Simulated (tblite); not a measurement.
Compound: C5H9FO2.
Bonds: F1–C2, C2–C3, C3–C4, C4–O5, O5–C6, C6–C7, C7–O8, C4–O8. Hydrogens: H9, H10 on C2; H11, H12 on C3; H13 on C4; H14, H15 on C6; H16, H17 on C7.

Computed geometry: GFN2-xTB, gas phase.

Entries marked ? are missing. Bonds in one row agree within 0.01 Å.

| coordinate | value |
| --- | --- |
| F1–C2 | ? |
| C2–C3 | 1.520 Å |
| C3–C4 | ? |
| C4–O5 | ? |
| O5–C6, C7–O8 | 1.412 Å |
| C6–C7 | 1.536 Å |
| C4–O8 | ? |
| C2–H9, C2–H10 | 1.094 Å |
| C3–H11, C3–H12 | 1.090 Å |
| C4–H13 | 1.108 Å |
| C6–H14, C7–H17 | 1.096 Å |
| C6–H15, C7–H16 | 1.093 Å |
| F1–C2–C3 | ? |
| C2–C3–C4 | ? |
| C3–C4–O5 | 110.6° |
| C3–C4–O8 | 110.3° |
| O5–C4–O8 | 107.1° |
| C4–O5–C6 | ? |
| O5–C6–C7 | 103.9° |
| C4–O8–C7 | ? |

**Question.** Fill in the missing values.

**Answer.** 
- F1–C2 = 1.375 Å, drawn single (alkyl fluorine to sp3 C–F carbon); 0.04 Å above the sum of covalent radii, 1.33 Å.
- C3–C4 = 1.527 Å, drawn single (chain CH2 carbon to sp3 carbon bearing two oxygens); 0.01 Å above the sum of covalent radii, 1.52 Å.
- C4–O5 = 1.415 Å, drawn single (sp3 carbon bearing two oxygens to cyclic ether oxygen); 0.01 Å below the sum of covalent radii, 1.42 Å.
- C4–O8 = 1.402 Å, drawn single (sp3 carbon bearing two oxygens to cyclic ether oxygen); 0.02 Å below the sum of covalent radii, 1.42 Å.
- F1–C2–C3 = 110.5°, at the sp3 C–F carbon; the outer atoms are 2.379 Å apart.
- C2–C3–C4 = 111.3°, at the chain CH2 carbon; the outer atoms are 2.516 Å apart.
- C4–O5–C6 = 108.4°, at the cyclic ether oxygen, inside a 5-membered ring; the outer atoms are 2.296 Å apart.
- C4–O8–C7 = 105.7°, at the cyclic ether oxygen, inside a 5-membered ring; the outer atoms are 2.240 Å apart.

Radii are Cordero's, carbon taken as 0.76, 0.73 or 0.69 Å for four, three, and two or fewer neighbours.

Its lowest GFN2-xTB frequency is 16i cm⁻¹, too small to tell a flat minimum from a shallow saddle. The numbers are those of one conformer (F1–C2–C3–C4 -68°, C2–C3–C4–O5 175°, C3–C4–O5–C6 136°, C4–O5–C6–C7 5°, O5–C6–C7–O8 -24°, C6–C7–O8–C4 34°). 2 starts were optimised and ended at 0.00 and 0.45 kcal/mol (GFN2-xTB); the lowest of these is shown.

The run took 0.75 s wall on one thread, Arm Neoverse N1 (aarch64), shared host with 64 logical CPUs at a one-minute load of 54. These figures are those of the optimisation.
